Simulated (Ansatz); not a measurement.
Wavefunction ladder for C3H10OSi, SMILES `CC[SiH2]CO`

```xyz
15

C    -1.611   -0.400    0.819
C    -0.132   -0.529    1.174
Si    0.968    0.735    0.323
C     0.799    0.569   -1.557
O     1.032   -0.761   -2.011
H    -1.788   -0.534   -0.252
H    -1.999    0.587    1.085
H    -2.219   -1.143    1.342
H     0.238   -1.532    0.929
H     0.010   -0.426    2.255
H     0.559    2.114    0.722
H     2.386    0.522    0.723
H    -0.177    0.944   -1.899
H     1.550    1.194   -2.048
H     0.381   -1.339   -1.605
```

Charge 0, multiplicity 1. All single points use the PBE0-D4/def2-TZVP geometry. It is one conformer, not always the lowest. Frozen core, restricted reference, the Gaussian-basis code of Ansatz. CBS rows extrapolate triple and quadruple zeta; past MP2 they add the triple-zeta difference.

```tsv
basis	HF (Eh)	MP2 corr.
def2-SVP	-482.97272	-0.72228
def2-TZVPP	-483.30072	-0.90031
def2-QZVPP	-483.31913	-0.96255
```

Problem. Estimate the CCSD correlation energy and the (T) correction in each basis where they were run (hartree).

Solution. 
| basis | CCSD corr. | (T) |
| --- | --- | --- |
| def2-SVP | -0.78988 | -0.02105 |
| def2-TZVPP | -0.95722 | -0.03559 |
| CBS(def2) | -1.06558 | as TZ |
